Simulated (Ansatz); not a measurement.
Consider the formal loss of a carbene: `C[C@H]1[AlH][Si@@H]1C` → `C[CH]1[AlH][SiH2]1` + `[CH2]` (triplet).

Calculated with Ansatz (gas phase, PBE0-D4/def2-TZVP geometries, no zero-point term in ΔE). CCSD(T)/CBS adds triple-zeta CCSD(T) − MP2 to the extrapolated MP2 energy (def2 sets, frozen cores). This one scheme is used for every species. DFT in def2-TZVPP. B3LYP here is the variant with VWN-RPA as its local correlation; programs differ in this. Triplets are unrestricted, without spin–orbit coupling.

```csv
level,ΔE (kcal/mol),difference from CCSD(T)/CBS
PBE-D4,115.1,1.6
r2SCAN-D4,108.6,-4.9
PBE0-D4,113.1,-0.4
B3LYP-D4,111.5,-2.0
ωB97X-V,115.6,2.1
ωB97M-V,114.3,0.8
B2PLYP,111.1,-2.4
PBE,113.6,0.1
r2SCAN,108.1,-5.4
PBE0,111.7,-1.8
B3LYP,109.1,-4.4
HF/def2-TZVPP,77.1,-36.4
MP2/def2-TZVPP,114.4,0.9
SCS-MP2/def2-TZVPP,113.9,0.4
CCSD/def2-TZVPP,107.8,-5.7
CCSD(T)/def2-TZVPP,110.6,-2.9
HF/def2-QZVPP,77.1,-36.4
MP2/def2-QZVPP,116.1,2.6
SCS-MP2/def2-QZVPP,115.9,2.4
HF/CBS(def2),77.1,-36.4
MP2/CBS(def2),117.3,3.8
CCSD/CBS(def2),110.7,-2.8
CCSD(T)/CBS,113.5,0
```

Largest T1 diagnostic among the species: 0.012.

In def2-TZVPP, CCSD(T) changes the Hartree–Fock value by +33.6 kcal/mol (the triples alone add +2.9 kcal/mol) and MP2 by +37.4 kcal/mol. From PBE to PBE0 (25 % exact exchange), in def2-TZVPP and without D4, ΔE moves by −1.9 kcal/mol.
